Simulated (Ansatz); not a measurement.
Reactions of `C[O][Al]([SH])[SH]`.

Computed with Ansatz on PBE0-D4/def2-TZVP structures; ΔE is electronic, products minus reactants. CCSD(T)/CBS is the MP2 limit (def2-TZVPP, def2-QZVPP) plus CCSD(T) − MP2 in def2-TZVPP, frozen cores. This one scheme is used for every species, atoms too. DFT in def2-TZVPP. No spin–orbit coupling; open shells (•) take unrestricted orbitals. Spin–orbit coupling would lower the free atoms: a little for Al, C, O, S. Each species was taken in one conformer, which may not be the lowest.

```json
{"reaction": "`C[O][Al]([SH])[SH]` + `O[SiH2]S[SiH2]Cl` → `CO[SiH2]S[SiH2]Cl` + `[OH][Al]([SH])[SH]`", "HF/CBS(def2) (kcal/mol)": "1.6", "r2SCAN-D4 (kcal/mol)": "0.8", "ωB97M-V (kcal/mol)": "0.5", "MP2/CBS(def2) (kcal/mol)": "0.1", "CCSD(T)/CBS(def2) (kcal/mol)": "0.2"}
{"reaction": "`C[O][Al]([SH])[SH]` → Al• + C• + 5 H• + O• + 2 S•", "HF/CBS(def2) (kcal/mol)": "608.1", "r2SCAN-D4 (kcal/mol)": "844.9", "ωB97M-V (kcal/mol)": "844.5", "MP2/CBS(def2) (kcal/mol)": "857.5", "CCSD(T)/CBS(def2) (kcal/mol)": "842.1"}
{"reaction": "`C[O][Al]([SH])[SH]` + H–F → `[F][Al]([SH])[SH]` + CH₃OH", "HF/CBS(def2) (kcal/mol)": "-13.6", "r2SCAN-D4 (kcal/mol)": "-12.1", "ωB97M-V (kcal/mol)": "-11.9", "MP2/CBS(def2) (kcal/mol)": "-10.7", "CCSD(T)/CBS(def2) (kcal/mol)": "-11.2"}
{"reaction": "`C[O][Al]([SH])[SH]` + H₂ → `[SH][AlH][SH]` + CH₃OH", "HF/CBS(def2) (kcal/mol)": "23.8", "r2SCAN-D4 (kcal/mol)": "27.9", "ωB97M-V (kcal/mol)": "26.4", "MP2/CBS(def2) (kcal/mol)": "28.9", "CCSD(T)/CBS(def2) (kcal/mol)": "26.9"}
{"reaction": "`C[O][Al]([SH])[SH]` + H₂S → `[SH][Al]([SH])[SH]` + CH₃OH", "HF/CBS(def2) (kcal/mol)": "7.7", "r2SCAN-D4 (kcal/mol)": "5.0", "ωB97M-V (kcal/mol)": "5.5", "MP2/CBS(def2) (kcal/mol)": "4.5", "CCSD(T)/CBS(def2) (kcal/mol)": "5.0"}
{"reaction": "`C[O][Al]([SH])[SH]` + H₂ → `C[O][AlH][SH]` + H₂S", "HF/CBS(def2) (kcal/mol)": "17.4", "r2SCAN-D4 (kcal/mol)": "23.5", "ωB97M-V (kcal/mol)": "21.4", "MP2/CBS(def2) (kcal/mol)": "24.6", "CCSD(T)/CBS(def2) (kcal/mol)": "22.4"}
{"reaction": "`C[O][Al]([SH])[SH]` + `BBC` → `[SH][AlH][SH]` + `BB(C)OC`", "HF/CBS(def2) (kcal/mol)": "2.0", "r2SCAN-D4 (kcal/mol)": "0.9", "ωB97M-V (kcal/mol)": "-0.3", "MP2/CBS(def2) (kcal/mol)": "0.9", "CCSD(T)/CBS(def2) (kcal/mol)": "0.0"}
{"reaction": "`C[O][Al]([SH])[SH]` → `[SH][AlH][SH]` + `C=O`", "HF/CBS(def2) (kcal/mol)": "51.7", "r2SCAN-D4 (kcal/mol)": "58.2", "ωB97M-V (kcal/mol)": "56.4", "MP2/CBS(def2) (kcal/mol)": "59.5", "CCSD(T)/CBS(def2) (kcal/mol)": "56.8"}
{"reaction": "`C[O][Al]([SH])[SH]` → `[CH2]` (triplet) + `[OH][Al]([SH])[SH]`", "HF/CBS(def2) (kcal/mol)": "58.3", "r2SCAN-D4 (kcal/mol)": "85.5", "ωB97M-V (kcal/mol)": "91.4", "MP2/CBS(def2) (kcal/mol)": "91.7", "CCSD(T)/CBS(def2) (kcal/mol)": "89.9"}
{"reaction": "`C[O][Al]([SH])[SH]` + H₂O → `C[O][Al]([OH])[SH]` + H₂S", "HF/CBS(def2) (kcal/mol)": "-6.7", "r2SCAN-D4 (kcal/mol)": "-4.1", "ωB97M-V (kcal/mol)": "-4.5", "MP2/CBS(def2) (kcal/mol)": "-3.1", "CCSD(T)/CBS(def2) (kcal/mol)": "-3.6"}
```

Largest T1 diagnostic: 0.018, for Al•.
